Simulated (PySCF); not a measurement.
# Ionisation energy of Cd by level of theory

Cd [Kr] 4d10 5s2 (1S) → Cd⁺ [Kr] 4d10 5s1 (2S), as a difference of total energies. Calculation: PySCF 2.14, in x2c-TZVPPall (8s6p6d2f1g, 79 functions); scalar relativity by spin-free X2C-1e. Correlated levels: valence: [Kr] frozen; valence and next inner shell: [Ar] 3d10 frozen. The calculations carry no spin-orbit coupling.

```csv
method,ionisation energy (eV)
UHF,7.331
LDA,9.408
PBE,9.041
PBE0,8.765
r2SCAN,8.851
B2PLYP,8.874
BP86,9.215
TPSSh,8.732
HSE06,8.814
MP2 (valence),8.718
SCS-MP2 (valence),8.690
MP2 (valence and next inner shell),8.809
SCS-MP2 (valence and next inner shell),8.751
```

Errors of the correlated levels include the incompleteness of this basis and the frozen core.

MP2 underrates the near-degeneracy of ns² with np² in the lower species.

Task: Which method comes closest to the reference value, and which is furthest?

Result: The reference is 8.994 eV (measured; NIST Atomic Spectra Database, ionization energies). Closest: PBE (error 0.047 eV); furthest: UHF (error -1.663 eV).
